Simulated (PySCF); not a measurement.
B3LYP has the VWN-RPA correlation part, as in Gaussian. 

Br, SMILES `[Br]` (charge 0, multiplicity 2)

Level of theory: B3LYP-D3(BJ)/def2-TZVP (PySCF).

```yaml
highest_occupied_spin_orbital: -8.51 eV
dipole_moment: 0.00 D
total_energy: -70045.94 eV
cost: roughly 4 core-seconds
```

```xyz
1

Br     0.0000     0.0000     0.0000
```
Charge 0, spin multiplicity 2.
